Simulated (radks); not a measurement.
Values are calculated unless marked as measured or tabulated.
Q: The tantalum ion Ta+, configuration [Kr] 4d10 4f14 5s2 5p5 5d3 6s2 (not the ground configuration). Code: a radial shooting solver on a logarithmic mesh with Libxc functionals. Model: scalar-relativistic Kohn-Sham, r2SCAN, spin-polarised, spherical densities, finite nucleus; open shells are filled with parallel spins first (spin-orbit coupling, left out, can overturn this in heavy ions); meta-GGA in the generalised Kohn-Sham scheme; Fermi nuclear charge, rms radius 5.3507 fm. Some entries of the table are withheld. Estimate them.

orbital  occ.  eigenvalue (hartree)  <1/r> (bohr^-1)  <r> (bohr)
1s up       1             -2478.775            85.40     0.01867
1s down     1             -2478.770            85.40     0.01867
2s up       1             -427.2151            19.97     0.07894
2s down     1             -427.2062            19.97     0.07894
2p up       3             -374.3704            18.15     0.07057
2p down     3             -374.3611            18.15     0.07057
3s up       1             -98.58073            7.404      0.2046
3s down     1             -98.57975            7.404      0.2046
3p up       3             -82.78744            6.845      0.2047
3p down     3             -82.78496            6.844      0.2047
3d up       5             -64.32478            6.462      0.1857
3d down     5             -64.31848            6.462      0.1857
4s up       1             -20.67900            3.130      0.4589
4s down     1             -20.66882            3.129      0.4590
4p up       3             -15.47565            2.849      0.4876
4p down     3             -15.46650            2.848      0.4876
4d up       5              -8.78048            2.529      0.5234
4d down     5              -8.76895            2.530      0.5229
5s up       1              -3.23857            1.210       1.100
5s down     1              -3.11984            1.225       1.089
5p up       3              -1.97190            1.021       1.280
5p down     2              -1.83177            1.035       1.269
4f up       7              -1.39490            2.002      0.6383
4f down     7              -1.36879            2.017      0.6298
5d up       3                   (1)              (2)       1.898
6s up       1              -0.50073              (3)       2.863
6s down     1              -0.45008              (4)       3.062
5d down     0                   (5)              (6)       2.033

A: 
(1) 5d up eigenvalue (hartree): -0.53655
(2) 5d up <1/r> (bohr^-1): 0.6824
(3) 6s up <1/r> (bohr^-1): 0.4453
(4) 6s down <1/r> (bohr^-1): 0.4083
(5) 5d down eigenvalue (hartree): -0.40718
(6) 5d down <1/r> (bohr^-1): 0.6496
